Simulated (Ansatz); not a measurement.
`FC1NC[SiH2]S1`, charge 0, multiplicity 1.

Question: Give a relaxed structure at PBE0-D4/def2-TZVP (Ansatz). (Best estimate.)

Answer: Computed: 
Z-matrix (Å, degrees):
```
C
N 1 1.404
S 1 1.823 2 111.3
F 1 1.402 2 112.2 3 121.7
H 1 1.091 2 110.9 3 -120.6
C 2 1.456 1 114.9 3 -51.9
H 2 1.012 1 111.0 3 177.5
Si 3 2.137 1 92.0 2 25.7
H 6 1.098 2 113.7 1 -71.4
H 6 1.092 2 109.6 1 167.3
H 8 1.485 3 111.6 1 -119.0
H 8 1.484 3 113.1 1 118.1
```
This is one stationary point; other conformers may exist.
